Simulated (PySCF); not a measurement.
Si(Me)2(Et)(OMe), SMILES CC[Si](OC)(C)C, GFN2-xTB optimised geometry.

```
21

C     -2.60    -1.06     1.73
C     -1.09    -1.19     1.56
Si    -0.41    -0.31     0.00
C     -0.79     1.54     0.00
C     -1.11    -1.18    -1.55
O      1.23    -0.31     0.00
C      2.10    -1.40    -0.04
H     -2.94    -1.57     2.63
H     -3.12    -1.50     0.88
H     -2.89    -0.02     1.80
H     -0.83    -2.25     1.54
H     -0.61    -0.78     2.45
H     -0.43     2.03     0.90
H     -1.86     1.71    -0.05
H     -0.34     2.04    -0.85
H     -0.96    -2.26    -1.51
H     -2.17    -1.00    -1.67
H     -0.62    -0.82    -2.45
H      1.97    -2.04     0.84
H      1.94    -2.01    -0.93
H      3.12    -1.02    -0.05
```

Density from PBE0/def2-SVP (PySCF 2.14.0) at that geometry.

Minimum of the electron density along straight lines between bonded atoms, close to the bond critical point (lines longer than 1.1 times the sum of covalent radii, or with two minima, are not listed):

| bond | length / Å | ρ at the minimum / e bohr⁻³ | ∇²ρ there / e bohr⁻⁵ | position (fraction from the first atom) |
|---|---|---|---|---|
| C1–C2 | 1.526 | 0.238 | -0.52 | 0.50 |
| C2–Si3 | 1.916 | 0.111 | 0.30 | 0.62 |
| Si3–C4 | 1.896 | 0.113 | 0.33 | 0.38 |
| Si3–C5 | 1.911 | 0.110 | 0.30 | 0.38 |
| Si3–O6 | 1.639 | 0.124 | 1.02 | 0.41 |
| O6–C7 | 1.397 | 0.259 | -0.33 | 0.66 |
| C1–H8 | 1.089 | 0.276 | -1.00 | 0.62 |
| C1–H9 | 1.087 | 0.277 | -1.01 | 0.62 |
| C1–H10 | 1.087 | 0.277 | -1.01 | 0.62 |
| C2–H11 | 1.093 | 0.269 | -0.93 | 0.62 |
| C2–H12 | 1.092 | 0.270 | -0.95 | 0.62 |
| C4–H13 | 1.085 | 0.272 | -0.97 | 0.62 |
| C4–H14 | 1.084 | 0.272 | -0.96 | 0.62 |
| C4–H15 | 1.085 | 0.272 | -0.97 | 0.62 |
| C5–H16 | 1.087 | 0.270 | -0.95 | 0.62 |
| C5–H17 | 1.085 | 0.271 | -0.96 | 0.62 |
| C5–H18 | 1.087 | 0.271 | -0.96 | 0.62 |
| C7–H19 | 1.093 | 0.281 | -1.06 | 0.63 |
| C7–H20 | 1.093 | 0.281 | -1.06 | 0.63 |
| C7–H21 | 1.091 | 0.283 | -1.09 | 0.64 |
